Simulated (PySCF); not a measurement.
I4Ti (SMILES [I][Ti]([I])([I])[I]), singlet, geometry from GFN2-xTB (such geometries of metal compounds can be far from the true shape) (all electrons, no relativity); TPSS/3-21G run with PySCF.

Here is a job for PySCF.
```python
from pyscf import gto, scf, dft

mol = gto.M(
    atom='''
Ti   -0.000000    0.000000   -0.000000
I     2.095241   -0.595467   -1.496032
I     0.787832    0.442030    2.483275
I    -1.173643    2.168196   -0.950901
I    -1.709430   -2.014759   -0.036342
''',
    basis='3-21g',
    charge=0,
    spin=0,
    verbose=4,
)

mf = dft.RKS(mol)
mf.xc = 'tpss'
mf.kernel()
```

Output, abridged:

```
PySCF version 2.14.0

[INPUT] verbose = 4
[INPUT] num. atoms = 5
[INPUT] num. electrons = 234
[INPUT] charge = 0
[INPUT] spin (= nelec alpha-beta = 2S) = 0
[INPUT] symmetry False subgroup None
[INPUT] Mole.unit = angstrom
[INPUT] Symbol           X                Y                Z      unit          X                Y                Z       unit  Magmom
[INPUT]  1 Ti     0.000000000000   0.000000000000   0.000000000000 AA    0.000000000000   0.000000000000   0.000000000000 Bohr   0.0
[INPUT]  2 I      2.095241000000  -0.595467000000  -1.496032000000 AA    3.959431654960  -1.125269546216  -2.827090753585 Bohr   0.0
[INPUT]  3 I      0.787832000000   0.442030000000   2.483275000000 AA    1.488786712168   0.835315638841   4.692709641979 Bohr   0.0
[INPUT]  4 I     -1.173643000000   2.168196000000  -0.950901000000 AA   -2.217863838013   4.097296624377  -1.796942461575 Bohr   0.0
[INPUT]  5 I     -1.709430000000  -2.014759000000  -0.036342000000 AA   -3.230354529115  -3.807342717003  -0.068676426819 Bohr   0.0

nuclear repulsion = 3000.84264088274
number of shells = 63
number of NR pGTOs = 378
number of NR cGTOs = 151
basis = 3-21g
ecp = {}

******** <class 'pyscf.dft.rks.RKS'> ********
method = RKS
initial guess = minao
damping factor = 0
level_shift factor = 0
DIIS = <class 'pyscf.scf.diis.CDIIS'>
diis_start_cycle = 1
diis_space = 8
diis_damp = 0
SCF conv_tol = 1e-09
SCF conv_tol_grad = None
SCF max_cycles = 50
direct_scf = True
direct_scf_tol = 1e-13
XC library pyscf.dft.libxc version 7.1.2
    S. Lehtola, C. Steigemann, M. J. T. Oliveira, and M. A. L. Marques,  SoftwareX 7, 1–5 (2018)
XC functionals = tpss
    J. Tao, J. P. Perdew, V. N. Staroverov, and G. E. Scuseria,  Phys. Rev. Lett. 91, 146401 (2003)
    J. P. Perdew, J. Tao, V. N. Staroverov, and G. E. Scuseria,  J. Chem. Phys. 120, 6898 (2004)
    J. Tao, J. P. Perdew, V. N. Staroverov, and G. E. Scuseria,  Phys. Rev. Lett. 91, 146401 (2003)
    J. P. Perdew, J. Tao, V. N. Staroverov, and G. E. Scuseria,  J. Chem. Phys. 120, 6898 (2004)
radial grids:
    Treutler-Ahlrichs [JCP 102, 346 (1995); DOI:10.1063/1.469408] (M4) radial grids

becke partition: Becke, JCP 88, 2547 (1988); DOI:10.1063/1.454033
pruning grids: <function nwchem_prune>
grids dens level: 3
symmetrized grids: False
atomic radii adjust function: <function treutler_atomic_radii_adjust>
small_rho_cutoff = 0
Set gradient conv threshold to 3.16228e-05
Initial guess from minao.
tot grids = 108736
init E= -28334.126829902
  HOMO = -0.347535823709055  LUMO = -0.246376342900702  gap/eV = 2.75269
cycle= 1 E= -28403.9376335519  delta_E= -69.8  |g|= 0.512  |ddm|= 3.52

WARN: HOMO -0.242632227195831 == LUMO -0.242631085143451

cycle= 2 E= -28389.5369931704  delta_E= 14.4  |g|= 7.39  |ddm|= 5.35
  HOMO = -0.239130347566468  LUMO = -0.217026318226074  gap/eV = 0.60148
cycle= 3 E= -28401.6424620058  delta_E= -12.1  |g|=  3.7  |ddm|=  4.4
  HOMO = -0.240741047147464  LUMO = -0.203657647932737  gap/eV = 1.00909
cycle= 4 E= -28403.0856042209  delta_E= -1.44  |g|= 2.22  |ddm|= 0.789
  HOMO = -0.23875954372094  LUMO = -0.180233011691866  gap/eV = 1.59259
cycle= 5 E= -28403.9018924208  delta_E= -0.816  |g|= 0.678  |ddm|= 1.02
  HOMO = -0.24707198590794  LUMO = -0.155362880410337  gap/eV = 2.49553
cycle= 6 E= -28403.985848053  delta_E= -0.084  |g|=  0.3  |ddm|= 0.954
  HOMO = -0.257303160262154  LUMO = -0.180173121834584  gap/eV = 2.09882
cycle= 7 E= -28404.012307596  delta_E= -0.0265  |g|= 0.13  |ddm|= 0.456
  HOMO = -0.256096364210993  LUMO = -0.172600482446001  gap/eV = 2.27204
cycle= 8 E= -28404.0165326056  delta_E= -0.00423  |g|= 0.0334  |ddm|= 0.128
  HOMO = -0.256776236377092  LUMO = -0.174401928926775  gap/eV = 2.24152
cycle= 9 E= -28404.0168712366  delta_E= -0.000339  |g|= 0.00713  |ddm|= 0.0418
  HOMO = -0.256823272434783  LUMO = -0.174323833711541  gap/eV = 2.24492
cycle= 10 E= -28404.0168799587  delta_E= -8.72e-06  |g|= 0.00465  |ddm|= 0.00706
  HOMO = -0.25686443834675  LUMO = -0.174140677739066  gap/eV = 2.25103
cycle= 11 E= -28404.0168863479  delta_E= -6.39e-06  |g|= 0.000117  |ddm|= 0.00474
  HOMO = -0.256870500584455  LUMO = -0.174149277058832  gap/eV = 2.25096
cycle= 12 E= -28404.0168863519  delta_E= -4e-09  |g|= 5.33e-05  |ddm|= 0.000232
  HOMO = -0.256869579270183  LUMO = -0.174146664786646  gap/eV = 2.25101
cycle= 13 E= -28404.0168863527  delta_E= -8.04e-10  |g|= 8.29e-06  |ddm|= 6.13e-05
  HOMO = -0.256869260357106  LUMO = -0.174145249102352  gap/eV = 2.25104
Extra cycle  E= -28404.0168863524  delta_E= 3.89e-10  |g|= 3.36e-05  |ddm|= 7.61e-05
converged SCF energy = -28404.0168863524
```
